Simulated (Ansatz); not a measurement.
Si(vinyl)3Br (C₆H₉BrSi), 17 atoms. Hardware: 2 threads of AMD EPYC 7R13 on a shared host and a share (18 GiB) of an NVIDIA H100 80GB HBM3.

Correlated methods freeze 20 core orbitals; core or outer-core shells of Br are correlated, in sets that lack core-valence functions.

Task: How many basis functions does each of these Ansatz runs have, and roughly what does it cost? PBE0-D4/def2-TZVP, charge 0 singlet, energy, from earlier orbitals; PBE-D4/def2-TZVP, charge 1 doublet at the geometry of the charge 0 singlet, energy, from earlier orbitals; B97M-V/def2-TZVP, charge 0 singlet, energy, from earlier orbitals; RPA@PBE/def2-TZVP, charge 0 singlet, energy, from earlier orbitals; LDA (SPW92)/def2-TZVP, charge 0 singlet, energy, from earlier orbitals; B2PLYP/def2-TZVP, charge 1 doublet at the geometry of the charge 0 singlet, energy, from earlier orbitals; PBE0-D4/def2-TZVPD, charge -1 doublet at the geometry of the charge 0 singlet, energy; B2PLYP/def2-TZVP, charge 0 singlet, energy and forces, from earlier orbitals; PBE-D4/def2-TZVP, charge 0 triplet at the geometry of the charge 0 singlet, energy, from earlier orbitals; B2PLYP/def2-TZVPD, charge -1 doublet at the geometry of the charge 0 singlet, energy, from earlier orbitals; r2SCAN-D4/def2-SVP, charge 0 singlet, relaxation, 6 steps; PBE0-D4/def2-TZVP, charge 0 triplet at the geometry of the charge 0 singlet, energy.

Result: Other jobs shared the machine, so times can vary by a factor of up to 3.

```csv
run,functions,fitting or Cholesky vectors,wall time,peak host memory (GiB)
"LDA (SPW92)/def2-TZVP, charge 0 singlet, energy, from earlier orbitals",325,2104,3.2 s,0.87
"B97M-V/def2-TZVP, charge 0 singlet, energy, from earlier orbitals",325,2104,4 s,0.99
"B2PLYP/def2-TZVP, charge 1 doublet at the geometry of the charge 0 singlet, energy, from earlier orbitals",325,2173,4 s,1.6
"PBE-D4/def2-TZVP, charge 0 triplet at the geometry of the charge 0 singlet, energy, from earlier orbitals",325,2104,4 s,0.93
"RPA@PBE/def2-TZVP, charge 0 singlet, energy, from earlier orbitals",325,2173,4.5 s,1.6
"PBE0-D4/def2-TZVP, charge 0 triplet at the geometry of the charge 0 singlet, energy",325,2157,4.8 s,0.97
"PBE0-D4/def2-TZVP, charge 0 singlet, energy, from earlier orbitals",325,2157,4.9 s,0.87
"PBE-D4/def2-TZVP, charge 1 doublet at the geometry of the charge 0 singlet, energy, from earlier orbitals",325,2104,6.5 s,1
"B2PLYP/def2-TZVP, charge 0 singlet, energy and forces, from earlier orbitals",325,2173,7 s,2
"r2SCAN-D4/def2-SVP, charge 0 singlet, relaxation, 6 steps",179,2011,13 s,0.87
"B2PLYP/def2-TZVPD, charge -1 doublet at the geometry of the charge 0 singlet, energy, from earlier orbitals",403,2698,13 s,2.3
"PBE0-D4/def2-TZVPD, charge -1 doublet at the geometry of the charge 0 singlet, energy",403,2271,19 s,1.1
```
